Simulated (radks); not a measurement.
Spherical jellium clusters: N electrons in a uniform positive sphere of charge N and radius rs N^(1/3), rs = 3.72 bohr. Calculated with a radial shooting solver with Libxc functionals: non-relativistic Kohn-Sham, LDA (Slater exchange, Perdew-Wang correlation), spin-polarised, spherical densities. Levels are named by radial order and angular momentum (1s, 1p, 1d, 2s, ...), and open shells are averaged over m.

N = 6, configuration 1s2 1p(up 3, down 1). This is the lowest configuration that the search found. Occupied and some empty levels:

| level | occupation | eigenvalue (eV) | <r> (bohr) |
|---|---|---|---|
| 1s up | 1 | -4.9319 | 4.625 |
| 1s down | 1 | -4.4743 | 4.643 |
| 1p up | 3 | -3.2878 | 5.777 |
| 1p down | 1 | -2.8481 | 5.918 |
| 1d up | 0 | -1.4471 | 7.080 |
| 2s up | 0 | -1.1640 | 7.750 |
| 1d down | 0 | -1.1038 | 7.420 |
| 2s down | 0 | -0.96494 | 8.187 |

Energy (eV): total -9.75703, kinetic 11.723, external -167.62, Hartree 81.228, exchange-correlation -22.041, background 86.952.
